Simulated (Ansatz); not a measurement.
`COc1ccc(-c2ccc(-c3ccc(-c4ccc(-c5ccc(-c6ccc(C(F)=C(F)F)cc6)s5)s4)s3)s2)cc1`, relaxed as a singlet with RKS PBE-D4/def2-SVP in Ansatz, starting from the GFN2-xTB geometry. Force threshold 0.03 eV/Å.

Single mean-field runs in def2-SVP are fitted with def2-universal-jkfit.

Start:

```xyz
58

C    10.477    7.420   -3.062
O    10.333    6.163   -3.676
C     9.265    5.393   -3.341
C     9.181    4.155   -3.984
C     8.142    3.296   -3.722
C     7.135    3.641   -2.811
C     6.023    2.757   -2.550
C     5.700    1.576   -3.173
C     4.531    0.982   -2.688
C     3.932    1.698   -1.679
C     2.740    1.391   -0.969
C     2.119    2.120    0.021
C     0.954    1.521    0.504
C     0.662    0.321   -0.104
C    -0.434   -0.549    0.142
C    -0.714   -1.757   -0.456
C    -1.879   -2.357    0.022
C    -2.515   -1.619    0.995
C    -3.715   -1.928    1.689
C    -4.359   -1.188    2.655
C    -5.526   -1.792    3.127
C    -5.805   -3.003    2.537
C    -6.937   -3.870    2.742
C    -7.993   -3.503    3.587
C    -9.106   -4.299    3.726
C    -9.210   -5.503    3.024
C   -10.389   -6.351    3.097
F   -10.277   -7.566    2.513
C   -11.585   -6.087    3.636
F   -12.608   -6.932    3.638
F   -11.928   -4.955    4.240
C    -8.141   -5.898    2.212
C    -7.031   -5.098    2.076
S    -4.575   -3.403    1.367
S    -1.646   -0.145    1.326
S     1.860   -0.073   -1.307
S     4.843    3.138   -1.326
C     7.234    4.877   -2.172
C     8.278    5.744   -2.425
H    11.386    7.850   -3.481
H     9.629    8.075   -3.286
H    10.587    7.327   -1.977
H     9.956    3.896   -4.687
H     8.111    2.344   -4.227
H     6.283    1.147   -3.967
H     4.124    0.058   -3.061
H     2.509    3.058    0.374
H     0.334    1.941    1.277
H    -0.083   -2.183   -1.216
H    -2.258   -3.301   -0.325
H    -3.991   -0.236    2.996
H    -6.143   -1.346    3.886
H    -7.946   -2.575    4.134
H    -9.898   -3.978    4.382
H    -8.196   -6.834    1.678
H    -6.218   -5.414    1.439
H     6.471    5.163   -1.462
H     8.309    6.689   -1.907
```

```csv
step,energy (eV),largest force component (eV/Å),SCF passes
1,-85883.4001,1.259,24
2,-85883.8267,0.514,22
3,-85883.8741,0.114,22
4,-85883.8757,0.054,22
5,-85883.8774,0.021,22
6,-85883.8788,0.049,21
7,-85883.8798,0.069,21
8,-85883.8807,0.068,21
9,-85883.8813,0.067,21
10,-85883.8817,0.069,21
11,-85883.8819,0.072,22
12,-85883.8821,0.047,15
13,-85883.8822,0.015,15
```

Force components are those of the run's own axes.

End:

```xyz
58

C    10.613    7.499   -3.046
O    10.491    6.230   -3.659
C     9.409    5.465   -3.352
C     9.339    4.203   -3.986
C     8.271    3.347   -3.738
C     7.221    3.708   -2.852
C     6.101    2.804   -2.608
C     5.780    1.606   -3.247
C     4.606    0.990   -2.753
C     3.996    1.702   -1.719
C     2.796    1.396   -0.984
C     2.172    2.124    0.033
C     0.995    1.515    0.523
C     0.686    0.306   -0.106
C    -0.423   -0.582    0.118
C    -0.705   -1.813   -0.480
C    -1.897   -2.410   -0.011
C    -2.558   -1.652    0.958
C    -3.786   -1.933    1.654
C    -4.420   -1.199    2.661
C    -5.626   -1.785    3.109
C    -5.949   -2.979    2.463
C    -7.100   -3.851    2.660
C    -8.173   -3.465    3.503
C    -9.281   -4.286    3.702
C    -9.375   -5.547    3.060
C   -10.504   -6.458    3.218
F   -10.431   -7.620    2.524
C   -11.627   -6.307    3.966
F   -12.589   -7.211    4.027
F   -11.893   -5.246    4.717
C    -8.308   -5.939    2.215
C    -7.202   -5.113    2.024
S    -4.720   -3.364    1.272
S    -1.673   -0.171    1.278
S     1.892   -0.067   -1.326
S     4.915    3.152   -1.365
C     7.311    4.973   -2.229
C     8.381    5.844   -2.465
H    11.551    7.943   -3.429
H     9.763    8.170   -3.308
H    10.676    7.422   -1.938
H    10.150    3.919   -4.671
H     8.252    2.367   -4.236
H     6.377    1.191   -4.070
H     4.198    0.046   -3.143
H     2.571    3.078    0.405
H     0.372    1.940    1.323
H    -0.051   -2.264   -1.239
H    -2.277   -3.379   -0.362
H    -4.006   -0.263    3.060
H    -6.248   -1.350    3.902
H    -8.145   -2.489    4.008
H   -10.086   -3.939    4.362
H    -8.356   -6.912    1.708
H    -6.388   -5.458    1.367
H     6.513    5.297   -1.542
H     8.401    6.817   -1.956
```

By distances, no bond broke or formed. The bond that changes most is C16–H49, from 1.08 to 1.10 Å (atoms count from 1).

The force fell under the threshold at step 5, but the optimiser went on and released 0.005 eV more. No frequencies were taken in this run, so the end may be a saddle point.

Hardware: 2 threads of AMD EPYC 7R13 on a shared host and a share (18 GiB) of an NVIDIA H100 80GB HBM3. Wall time 79 s, peak host memory 1.1 GiB.
